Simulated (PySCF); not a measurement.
**Debugging a PySCF script (OV2)**

```python
from pyscf import gto, scf, mp

mol = gto.M(
    atom='O 0.0033 0 -0.7884; V 1.4711 0 0.123; V -1.4722 0 0.1245',
    basis='x2c-svpall',
    charge=0,
    spin=0,
    verbose=3,
)
mf = scf.RHF(mol)
mf = mf.sfx2c1e()
mf.max_cycle = 3
mf = mf.newton()
mf.kernel()
mp.MP2(mf, frozen=11).kernel()
mf.dip_moment()
print('orbital energies (hartree):', mf.mo_energy[..., max(0, mol.nelec[1]-3):mol.nelec[0]+3].round(4))
```

```bash
$ OMP_NUM_THREADS=1 python input.py
```

The log, shortened:

```
SCF not converged.
SCF energy = -1970.59595801603
E(RMP2) = -1971.33415195507  E_corr = -0.738193939044783
E(SCS-RMP2) = -1971.29448243604  E_corr = -0.698524420015402
Dipole moment(X, Y, Z, Debye): -0.23140, -0.00000,  1.84255
orbital energies (hartree): [-0.3481 -0.2528 -0.2167  0.0273  0.0481  0.0956]
```

Which setting is at fault, why, and what does a mended input give?

The cycle limit (3): the limit is below the number of cycles that the SCF needs. With this edit
```diff
- mf.max_cycle = 3
```
the run finishes: E(SCF) = -1970.656524 Eh, E(MP2) − E(SCF) = -0.71628 Eh, μ(SCF) = 2.82 D.
